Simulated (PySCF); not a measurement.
Two species compared at the same levels of theory.

First species: TiEt2(OMe)2, C6H16O2Ti (singlet state).
Bonds: Ti1–C2, Ti1–C9, Ti1–O16, Ti1–O21, C2–C3, C9–C10, O16–C17, O21–C22. Hydrogens: H4, H5 on C2; H6, H7, H8 on C3; H11, H12 on C9; H13, H14, H15 on C10; H18, H19, H20 on C17; H23, H24, H25 on C22.

Second species: C₂H₁₃NOSi₃.
Cartesian coordinates in Å at the PBE0-D3(BJ)/def2-SVP level; atoms count from 1:
```xyz
20
C2H13NOSi3 angstrom
C     -2.064    1.228   -0.079
N     -1.114    0.165    0.143
C     -1.392   -1.035   -0.607
Si     0.361    0.431    1.003
Si     1.184   -1.600    1.840
O      1.591    1.079    0.063
Si     2.036    1.017   -1.534
H     -3.092    0.901    0.169
H     -2.072    1.572   -1.132
H     -1.830    2.097    0.554
H     -2.390   -1.442   -0.356
H     -0.653   -1.821   -0.388
H     -1.373   -0.862   -1.701
H      0.081    1.448    2.055
H      2.327   -1.342    2.770
H      0.127   -2.360    2.578
H      1.686   -2.459    0.720
H      3.412    1.575   -1.664
H      2.027   -0.394   -2.032
H      1.098    1.819   -2.377
```

Levels: PBE0/def2-SVPD for HOMO energy, LUMO energy, HOMO–LUMO gap and static isotropic polarisability; TDDFT PBE0/def2-SVPD for lowest singlet excitation; TDA PBE0/def2-SVPD for lowest triplet excitation (Tamm–Dancoff). Geometries: PBE0-D3(BJ)/def2-SVP. All species are isolated and taken at one optimised geometry, non-relativistic unless stated. Electronic properties by PySCF.

Dipoles, sizes and rotational constants follow the conformer. The torsions of the flexible species, by atom-mapped SMILES:
- `[CH3:1][N:2]([CH3:3])[Si@@H:4]([SiH3:5])[O:6][SiH3:7]`: C1–N2–Si4–Si5 158°, N2–Si4–O6–Si7 -30°

(1) Which has the higher S1 energy?

(2) Which has the higher static isotropic polarisability?

(3) Which of the two has the higher T1 energy, and by how much?

(4) Which has the higher HOMO–LUMO gap?

(5) Which of the two has the higher LUMO energy, and by how much?

Answers

(1) The second: 5.50 eV against 3.55 eV, a difference of 1.95 eV.

(2) The first: 129.9 au against 119.9 au, a difference of 10.0 au.

(3) The second: 5.20 eV against 3.18 eV, a difference of 2.02 eV.

(4) The second: 6.57 eV against 5.80 eV, a difference of 0.77 eV.

(5) The second: -0.12 eV against -0.89 eV, a difference of 0.77 eV.

On the first: S1 lies 2.25 eV below the HOMO–LUMO gap; its leading configuration is HOMO→LUMO, weight 0.96. The polarisability is 19.25 Å³ as a volume (1 au = 0.148185 Å³), or 1.44 au for each of the 90 electrons.

On the second: The vertical singlet–triplet gap S1 − T1 is 0.30 eV (TDDFT singlet less Tamm–Dancoff triplet; S1: HOMO→LUMO, weight 0.80; T1: HOMO→LUMO, weight 0.92). No computed singlet falls in the visible range (750 to 380 nm, 1.65 to 3.26 eV); S1 lies 2.24 eV above its blue end.
